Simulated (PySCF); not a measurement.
Simulated C 1s region for `B1NBN(C2CC2)BN1`, binding energy against the vacuum level.

Every computed line was given a Gaussian of 0.5 eV full width at half maximum and an area set by the number of equivalent atoms; the highest printed point is 100. Theory: delta-SCF UKS SCAN, pcX-2 on the ionised atom, pcseg-1 elsewhere, spin-free X2C (PySCF).

binding energy (eV), intensity and a bar:
```
    289.8          1 
    289.9          3 #
    290.0          8 ##
    290.1         21 ######
    290.2         43 #############
    290.3         72 #####################
    290.4         95 ############################
    290.5        100 ##############################
    290.6         85 #########################
    290.7         58 #################
    290.8         34 ##########
    290.9         21 ######
    291.0         21 ######
    291.1         31 #########
    291.2         43 #############
    291.3         50 ###############
    291.4         47 ##############
    291.5         35 ##########
    291.6         21 ######
    291.7         10 ###
    291.8          4 #
    291.9          1 
    292.0          0
```

Question: Count the maxima, the lines and the sites behind this envelope.

Answer: The curve has 2 maxima (at 290.5 and 291.3 eV). Under it lie 2 lines from 2 inequivalent carbon sites.

Question: Decompose the envelope and assign each component. Numbering: `[BH:1]1[NH:2][BH:3][N:4]([CH:5]2[CH2:6][CH2:7]2)[BH:8][NH:9]1`.

Answer: 
| position (eV) | relative area | line | atoms | environment |
| --- | --- | --- | --- | --- |
| 290.48 | 2 | C 1s | C6/C7 | three-membered-ring carbon |
| 291.32 | 1 | C 1s | C5 | sp3 carbon bound to nitrogen |

Question: What are the centre and the root-mean-square width of the whole band?

Answer: The area-weighted mean of the lines is 290.76 eV. Their own spread about it is 0.40 eV (rms) and each Gaussian has σ = 0.5/2.355 = 0.21 eV; the variances add, which gives 0.45 eV.

Lowest listed C 1s: C6/C7, bonded to 2 C and 2 H. Highest, 0.84 eV above it: C5, bonded to N, 2 C and H.

No satellites, vibrations or lifetime broadening are included. The first atom of each set that the bonding makes equivalent was ionised and stands for the set. Geometry: PBE0-D3(BJ)/def2-SVP, one conformer, isolated molecule.

On an Arm Neoverse V1 with one thread, on a shared host, this took 1.7 min wall and 0.79 GiB of memory at its peak.
